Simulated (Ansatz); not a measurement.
Two isomers of C3H7FSi: A = `CC(C)[Si]F`, B = `C[Si@H]1C[C@H]1F`.

Isolated molecules relaxed with PBE0-D4/def2-TZVP in Ansatz; ΔE leaves out vibrations. CCSD(T)/CBS is the MP2 limit (def2-TZVPP, def2-QZVPP) plus CCSD(T) − MP2 in def2-TZVPP, frozen cores. Functionals use def2-TZVPP. One conformer a species, not always the lowest.

A:

```xyz
12

C    -0.391   -1.121   -0.618
C    -0.035   -0.213    0.552
C    -0.373    1.255    0.259
Si    1.802   -0.212    1.041
F     2.456   -0.027   -0.432
H    -0.192   -2.174   -0.398
H     0.185   -0.855   -1.508
H    -1.453   -1.038   -0.874
H    -0.596   -0.524    1.444
H    -1.449    1.382    0.103
H    -0.089    1.928    1.076
H     0.135    1.600   -0.646
```

B:

```xyz
12

C     0.049    1.854    0.002
Si   -0.678    0.170    0.297
C    -0.150   -1.224   -0.811
C     0.448   -1.281    0.596
F     1.816   -1.136    0.662
H     0.071    2.436    0.926
H    -0.526    2.411   -0.741
H     1.074    1.749   -0.359
H    -2.026    0.134    0.912
H    -0.778   -2.053   -1.120
H     0.574   -0.939   -1.571
H     0.125   -2.121    1.207
```

Task: Which isomer does CCSD(T)/CBS put lower? Give the gap. (Estimate.)

Result: Computed: A, by 168.7 kJ/mol.

Task: Give E(B) − E(A) in kJ/mol with PBE-D4, B2PLYP, HF/def2-TZVPP, ωB97M-V, PBE0-D4, CCSD(T)/def2-TZVPP, CCSD/def2-TZVPP. (An estimate is asked.)

Result: The calculation gave: PBE-D4 143.6, B2PLYP 164.0, HF/def2-TZVPP 173.6, ωB97M-V 163.9, PBE0-D4 144.9, CCSD(T)/def2-TZVPP 169.2, CCSD/def2-TZVPP 172.3. None reverses the order clearly.

Largest T1 diagnostic: 0.012.

The D4 term adds +4.7 kJ/mol with B3LYP and +2.4 kJ/mol with PBE0; it sums over pairs of atoms, weighted by their polarisabilities, and B3LYP, whose exchange is more repulsive, gets the larger term. In def2-TZVPP, CCSD(T) changes the Hartree–Fock value by −4.4 kJ/mol (the triples alone add −3.1 kJ/mol) and MP2 by −7.9 kJ/mol.

B3LYP here is the variant with VWN-RPA as its local correlation; programs differ in this.
